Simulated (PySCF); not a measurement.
PySCF 2.14 output of an unrestricted wB97X-V calculation on a single atom or ion in x2c-QZVPPall with one added diffuse shell each of s, p, d, f type (10s7p5d3f1g, 86 functions), with the spin-free X2C one-electron Hamiltonian (Gaussian nucleus):

```
SCF conv_tol = 1e-09
number electrons alpha = 6  beta = 5
    N. Mardirossian and M. Head-Gordon.,  Phys. Chem. Chem. Phys. 16, 9904-9924 (2014)
cycle= 1 E= -241.861574589383  delta_E= -0.00383  |g|= 0.0145  |ddm|= 0.108
cycle= 2 E= -241.861608870386  delta_E= -3.43e-05  |g|= 0.00472  |ddm|= 0.0201
cycle= 3 E= -241.861611888039  delta_E= -3.02e-06  |g|= 0.000954  |ddm|= 0.00391
cycle= 4 E= -241.861612136362  delta_E= -2.48e-07  |g|= 8.11e-05  |ddm|= 0.00215
cycle= 5 E= -241.861612144338  delta_E= -7.98e-09  |g|= 5.85e-06  |ddm|= 0.000499
cycle= 6 E= -241.861612144374  delta_E= -3.66e-11  |g|= 3.95e-07  |ddm|= 2.72e-05
converged SCF energy = -241.861612144374  <S^2> = 0.75002817  2S+1 = 2.0000282
```

The run itself started from symmetry-adapted Hartree-Fock orbitals and held the occupation by maximum overlap, on a logarithmic radial grid, so the iterations belong to that start.

Task: Which element, charge and spin multiplicity is this?

Result: Al(2+) (aluminium, charge +2), multiplicity 2; the state was [Ne] 3s1, 2S determinant.
